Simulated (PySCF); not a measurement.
VOF3, SMILES [O]=[V]([F])([F])[F], multiplicity 1.

The structure is a stationary point at PBE-D3(BJ)/def2-SVP. The multiplicity is an assumed one; other spin states were not compared.

Calculation: PBE-D3(BJ)/def2-SVP in PySCF.

Frequencies are harmonic and unscaled.

Modes within 1.5 cm⁻¹ of each other (mostly degenerate sets) share a row, with their intensities summed.

Problem. Estimate the vibrational spectrum. (The exact figures need the calculation; the answer reports its results.)

Solution. 
| mode | ν (cm⁻¹) | IR (km/mol) | moving atoms (share of kinetic energy) |
|---|---|---|---|
| 1–2 | 205 | 11.2 | F 89 %, V 9 % |
| 3 | 259 | 8.7 | F 63 %, V 26 %, O 11 % |
| 4–5 | 312 | 10.2 | O 53 %, F 35 %, V 12 % |
| 6 | 723 | 30.7 | F 91 % |
| 7–8 | 814 | 298.2 | F 62 %, V 38 % |
| 9 | 1116 | 127.3 | O 73 %, V 27 % |
